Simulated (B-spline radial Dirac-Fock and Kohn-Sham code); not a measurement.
Relativistic shifts of the levels of Pt

System: the Pt atom, configuration [Xe] 4f14 5d9 6s1.

Both columns are ΔSCF binding energies of the configuration average from an atomic code on a B-spline grid: non-relativistic Hartree-Fock with a point nucleus, and Dirac-Fock with a finite nucleus and the Coulomb interaction alone, averaged over the two j levels with weights 2j+1.

```tsv
shell	Hartree-Fock (eV)	Dirac-Fock (eV)	shift (eV)	shift (%)
1s	71649.3	78814.8	+7165.53	+10.00
2s	12029.9	13948.0	+1918.10	+15.94
2p	11536.3	12180.6	+644.27	+5.58
3s	2844.2	3322.8	+478.64	+16.83
3p	2612.4	2793.2	+180.76	+6.92
4s	621.6	741.6	+120.00	+19.30
4p	521.3	564.0	+42.72	+8.20
4f	91.94	78.42	-13.52	-14.71
5p	60.98	66.39	+5.40	+8.86
5d	10.76	9.21	-1.55	-14.40
6s	5.83	7.48	+1.65	+28.26
```

Relativity binds 1s, 2s, 2p, 3s, 3p, 4s, 4p, 5p, 6s more strongly, among those listed most of all 6s in relative terms, and 4f, 5d more weakly, because the contracted s and p shells screen the nucleus better.

Values without a named source are computed, but for edge energies of neutral atoms, which are taken from tables.
